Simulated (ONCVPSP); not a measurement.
# Building the ONCV potential for copper (PBEsol, fully relativistic).

ONCVPSP 4.0.1 input, shortened (lines: element, Z, core and valence counts, functional; n l f; lmax; l rc ep ncon nbas qcut; lloc lpopt rc5 dvloc0; l nproj debl; icmod fcfact rcfact), PBEsol, fully relativistic:

```
  Cu 29.00    5    2  -116133      upf
    1    0    2.00
    2    0    2.00
    2    1    6.00
    3    0    2.00
    3    1    6.00
    3    2   10.00
    4    0    1.00
    2
    0    1.85    0.00    5    8    3.20
    1    1.75    0.14    4    8    3.80
    2    1.24    0.00    5    9   14.90
    4    3    1.10    2.00
    0    2    2.10
    1    1    0.90
    2    3    0.80
    3    3.75    1.35
```

Open shells are filled in proportion to 2j + 1.

- Cutoffs needed: 81 Ha and 92 Ha (the cutoffs (Ha) at which the residual kinetic energy of the hardest occupied pseudo-wave falls to 1 and 0.1 mHa per electron)
- Ghost test: no bound ghost flagged; GHOST(+) flagged for s at 68.5 eV
- Configuration tests: 1 of 4 tests not solved or not reliable
- rms error of d²Exc/dni dnj: 10.42 mHa without and 6.23 mHa with the model core
